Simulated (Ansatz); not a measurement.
System: sum formula H₉Si₃NO, charge 0, multiplicity 1. 
Geometry from a B3LYP-D3(BJ)/def2-TZVP (Ansatz, a program for electronic structure) optimisation:
SMILES: [SiH3]N[SiH2]O[SiH3]
```xyz
14

Si    -0.0666     0.1478    -0.9932
N     -1.4849     0.6675    -0.1787
Si    -2.6356    -0.2945     0.6896
O      1.2075    -0.0172     0.0208
Si     2.8036    -0.1336     0.3476
H     -0.3411    -1.1708    -1.5974
H      0.2827     1.1633    -2.0112
H     -1.5911     1.6697    -0.0922
H     -4.0198    -0.0034     0.2440
H     -2.3065    -1.7098     0.4143
H     -2.5799    -0.0547     2.1528
H      3.0111     0.1214     1.7896
H      3.5634     0.8641    -0.4430
H      3.2963    -1.4897     0.0120
```

PBE beside other levels, property by property. Valence correlation only, unless marked. Open shells are spin-unrestricted. No spin-orbit coupling. Non-relativistic. Basis-set limits of correlation are two-point, X^-3; Hartree-Fock from the larger set. [CCSD(T)-MP2]/basis is that difference in the basis named. Atomisation energies are electronic, to ground-state atoms; the column to compare with has the core term from cc-pwCVTZ added, other frozen-core levels have none. Vertical energies are electronic, to the SCF solution reached for that spin. The coupled-cluster column (Ansatz) is a level with limits of its own: (a) RI-MP2/CBS(aug-cc-pV(T+d)Z,aug-cc-pV(Q+d)Z)+[CCSD(T)-MP2]/aug-cc-pV(T+d)Z; (b) CCSD(T)/CBS(cc-pV(T+d)Z,cc-pV(Q+d)Z).

| property | PBE/def2-TZVPD (Ansatz) | r2SCAN-D4/def2-TZVPD (Ansatz + dftd4) | wB97M-V/def2-TZVPD (Ansatz) | B2PLYP/def2-TZVPD (Ansatz) | coupled cluster |
|---|---|---|---|---|---|
| vertical triplet-singlet gap (eV) | 5.63 | 5.81 | 6.42 | 6.27 | 6.38 (a) |
| vertical ionisation energy to the doublet (eV) | 9.28 | 9.50 | 10.04 | 9.96 | 10.20 (a) |
| atomisation energy (kcal/mol) | 1098.9 | 1112.7 | 1120.7 | 1101.4 | 1125.4 (b) |

As the rows show:
- vertical triplet-singlet gap: PBE lies 0.75 eV below coupled cluster.
- vertical ionisation energy to the doublet: PBE lies 0.92 eV below coupled cluster.
- atomisation energy: PBE lies 26.5 kcal/mol below coupled cluster.
